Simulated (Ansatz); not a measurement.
A structure relaxed at PBE0-D4/def2-TZVP, charge 0, multiplicity 1:

```xyz
14

C    -1.993   -0.731   -0.350
O    -1.438    0.329    0.405
Si    0.048    0.267    1.088
O     0.233    1.553    2.084
Ge    1.756    0.481   -0.562
O     1.227   -0.714   -1.799
H    -1.421   -0.905   -1.265
H    -3.015   -0.456   -0.614
H    -2.019   -1.660    0.231
H     0.164   -1.026    1.827
H    -0.386    1.652    2.810
H     3.179    0.101   -0.088
H     1.835    1.876   -1.223
H     1.830   -0.768   -2.543
```

**Question.** Give its formula and SMILES.

**Answer.** CH8GeO3Si, `CO[SiH](O)[GeH2][OH]`.

**Question.** Point group (tolerance 0.08 Å, 0.16 Å for H)?

**Answer.** C1.

**Question.** Summarise the bond lengths by kind.

**Answer.** 1 × C–O 1.415 Å; 3 × C–H 1.091 to 1.096 Å; 2 × O–Si 1.637 Å; 1 × Ge–Si 2.384 Å; 1 × H–Si 1.494 Å; 2 × H–O 0.959 Å; 1 × Ge–O 1.800 Å; 2 × Ge–H 1.545 to 1.547 Å.

All numbers were calculated with Ansatz.
